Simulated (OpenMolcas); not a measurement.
## Tm2+ in NaF: curves along the breathing mode

Tm2+ with its 6 nearest fluoride ions, on the Na site of NaF (a = 4.634 Å, distance in the model lattice 2.317 Å). The rest of the host is ab initio model potentials to 7.6 Å, with orthogonalisation functions on the cations behind the ligands, and point charges beyond; the distance is set by hand and nothing relaxes, and no local charge compensation is placed. Ligand basis ANO-RCC-VDZP.

| Item | Value |
| --- | --- |
| Program | OpenMolcas 26.06 |
| Method | SS-CASPT2, IPEA 0.25 Eh, imaginary shift 0.1 Eh (closed shells correlated: 5s 5p and the ligand valence shells) |
| Basis | ANO-RCC-VDZP [7s6p4d2f1g] |
| Scalar Hamiltonian | DKH2, point nucleus |
| Active space | 13 electrons in 7 orbitals (4f) |
| State averaging | 2S+1 = 2 odd, 7 roots |
| Spin-orbit coupling | state interaction with AMFI integrals over the reference wave functions |

Spin-free energies (labels of O, the rotations of Oh) in cm-1 above the lowest fitted minimum, as all ligands move together:

```
R (Å)    2T1    2T2    2A2
2.178    310   1070   1510
2.229    110    750   1150
2.281   1600   2180   2540
2.332   4510   5040   5370
2.383   8700   9120   9470
2.435  14120  14510  14820
2.486  20520  20850  21160
```

Cubic fits give the following; the wavenumber is harmonic, with the mass of all moving ligands, small differences in it between states hang on the degree of the fit, a number in brackets counts states of one label, and the table is a selection of at most 14 states with clean curves.

```tsv
State	R0 (Å)	Breathing mode (cm-1)	Minimum (cm-1)
2T1	2.209	434	0
2T2	2.211	435	690
2A2	2.213	436	1100
```

For an f ion spin-orbit coupling outweighs the ligand field, so these spin-free curves are not those of observable levels.

Roots that are degenerate in the reference are averaged as groups; the widest CASPT2 spread within a group is 66 cm-1 (the 3-fold group of multiplicity 2 near 385 cm-1 above the lowest state of its run, R = 2.435). Shifts and gaps below about the spread of the groups concerned are not significant. Over all roots computed the reference weight is 0.69 in R = 2.178, 0.69 in R = 2.229, 0.69 in R = 2.281, 0.69 in R = 2.332, 0.69 in R = 2.383, 0.69 in R = 2.435, 0.69 in R = 2.486; a low but even weight reflects the number of correlated electrons. Splittings of an f shell from a small cluster at a set distance can be off by tens of per cent, mostly too small. No measured value stands beside these numbers.
